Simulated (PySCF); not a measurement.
FReN: from structure and modes to constants

Computed with UB3LYP in PySCF with Re def2-TZVP with ECP60, N def2-TZVP, F def2-TZVP; scalar-relativistic core potentials, no spin–orbit coupling; density-fitted integrals.

The quartet minimum has Cs symmetry. Masses (u): Re 186.95575, N 14.00307, F 18.99840.

```xyz
3
charge 0 multiplicity 4, angstrom
Re   -0.0545    0.0000   -0.1119
N    -1.5752    0.0000    0.5401
F     1.6977    0.0000    0.6783
```

Harmonic wavenumbers (cm⁻¹): 188.7 (a', ×1), 608.0 (a', ×1), 1129.1 (a', ×1).

**Question.** Find the principal moments of inertia and the rotational constants. What kind of rotor is it?

**Answer.** About the centre of mass I = 13.553, 91.667, 105.22 u Å². With B = 16.8576/I this gives 1.244, 0.1839, 0.1602 cm⁻¹. The molecule is an asymmetric top with κ = -0.96.

**Question.** What is the harmonic zero-point energy?

**Answer.** Half the sum of all 3 wavenumbers, 1926/2 = 963 cm⁻¹, which is 11.5 kJ/mol (1 cm⁻¹ = 0.0119627 kJ/mol).

**Question.** Find the vibrational entropy and heat capacity at 298.15 K.

**Answer.** With u = 1.43878 ω/T, each mode gives S = R[u/(eᵘ−1) − ln(1−e⁻ᵘ)] and C = R u² eᵘ/(eᵘ−1)².
```json
{"ω (cm⁻¹)": "188.7", "u": "0.910", "S (J/(mol K))": "9.38", "C (J/(mol K))": "7.76"}
{"ω (cm⁻¹)": "608.0", "u": "2.934", "S (J/(mol K))": "1.82", "C (J/(mol K))": "4.25"}
{"ω (cm⁻¹)": "1129.1", "u": "5.449", "S (J/(mol K))": "0.23", "C (J/(mol K))": "1.07"}
```
The sums over all modes are S = 11.4 and C = 13.1 J/(mol K); the softest mode gives 82 % of the entropy.

**Question.** Give the standard entropy (298.15 K, 1 bar) by its translational, rotational, vibrational and spin parts, and Cp.

**Answer.** Sackur–Tetrode with M = 219.96 u gives 176.1; rotation with symmetry number 1 gives 97.5; vibration 11.4; spin R ln 4 = 11.5. The total is 296.6 J/(mol K), and Cp = 4 R + 13.1 = 46.3 J/(mol K).

This need not be the most stable arrangement of these atoms. Other spin states or occupations of the open shell can lie lower. With an element this heavy the missing spin–orbit coupling can shift these numbers.
